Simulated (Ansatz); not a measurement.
H$_{6}$O$_{4}$Si$_{2}$, SMILES `O[SiH2]O[SiH](O)O`, relaxed with RKS PBE0-D4/def2-TZVP in Ansatz 0.2.0 from a GFN2-xTB geometry. The force threshold is 0.005 eV/Å; the program also tests the step.

The species carries charge 0 and has multiplicity 1.

Start:

```xyz
12

O     1.557   -0.468    1.620
Si    1.459   -1.200    0.180
O     0.284   -0.500   -0.718
Si   -0.736    0.741   -0.626
O    -2.262    0.276   -0.933
O    -0.725    1.301    0.905
H     0.908    0.215    1.799
H     1.030   -2.584    0.336
H     2.697   -0.990   -0.557
H    -0.275    1.755   -1.557
H    -2.436   -0.307   -1.665
H    -1.500    1.762    1.215
```

```json
{"step": "1", "energy (eV)": "-24036.9549", "largest force (eV/Å)": "0.544", "largest move (Å)": "0.000"}
{"step": "2", "energy (eV)": "-24037.0172", "largest force (eV/Å)": "0.231", "largest move (Å)": "0.084"}
{"step": "3", "energy (eV)": "-24037.0240", "largest force (eV/Å)": "0.090", "largest move (Å)": "0.027"}
{"step": "4", "energy (eV)": "-24037.0262", "largest force (eV/Å)": "0.146", "largest move (Å)": "0.029"}
{"step": "5", "energy (eV)": "-24037.0297", "largest force (eV/Å)": "0.202", "largest move (Å)": "0.058"}
{"step": "6 (rejected)", "energy (eV)": "-24037.0230", "largest force (eV/Å)": "0.229", "largest move (Å)": "0.138"}
{"step": "7", "energy (eV)": "-24037.0354", "largest force (eV/Å)": "0.227", "largest move (Å)": "0.068"}
{"step": "8", "energy (eV)": "-24037.0359", "largest force (eV/Å)": "0.144", "largest move (Å)": "0.100"}
{"step": "9", "energy (eV)": "-24037.0407", "largest force (eV/Å)": "0.057", "largest move (Å)": "0.042"}
{"step": "10", "energy (eV)": "-24037.0421", "largest force (eV/Å)": "0.024", "largest move (Å)": "0.044"}
{"step": "11 (rejected)", "energy (eV)": "-24037.0394", "largest force (eV/Å)": "0.221", "largest move (Å)": "0.137"}
{"step": "12", "energy (eV)": "-24037.0436", "largest force (eV/Å)": "0.051", "largest move (Å)": "0.058"}
{"step": "13", "energy (eV)": "-24037.0442", "largest force (eV/Å)": "0.170", "largest move (Å)": "0.098"}
{"step": "14", "energy (eV)": "-24037.0451", "largest force (eV/Å)": "0.093", "largest move (Å)": "0.019"}
{"step": "15", "energy (eV)": "-24037.0458", "largest force (eV/Å)": "0.014", "largest move (Å)": "0.027"}
{"step": "16", "energy (eV)": "-24037.0462", "largest force (eV/Å)": "0.031", "largest move (Å)": "0.063"}
{"step": "17", "energy (eV)": "-24037.0463", "largest force (eV/Å)": "0.020", "largest move (Å)": "0.027"}
{"step": "18", "energy (eV)": "-24037.0464", "largest force (eV/Å)": "0.018", "largest move (Å)": "0.010"}
{"step": "19", "energy (eV)": "-24037.0465", "largest force (eV/Å)": "0.004", "largest move (Å)": "0.008"}
{"step": "20", "energy (eV)": "-24037.0465", "largest force (eV/Å)": "0.004", "largest move (Å)": "0.009"}
```

End:

```xyz
12

O     1.807   -0.247    1.518
Si    1.464   -1.147    0.198
O     0.463   -0.321   -0.816
Si   -0.753    0.735   -0.655
O    -2.224    0.097   -0.964
O    -0.775    1.167    0.931
H     1.068    0.265    1.865
H     0.785   -2.417    0.558
H     2.739   -1.408   -0.501
H    -0.494    1.880   -1.550
H    -2.470   -0.073   -1.874
H    -1.611    1.469    1.290
```

It took 64 s on 2 threads of an AMD EPYC 7R13 on a shared host and a share of an NVIDIA H100 80 GB, with 0.87 GiB of host memory at the peak.
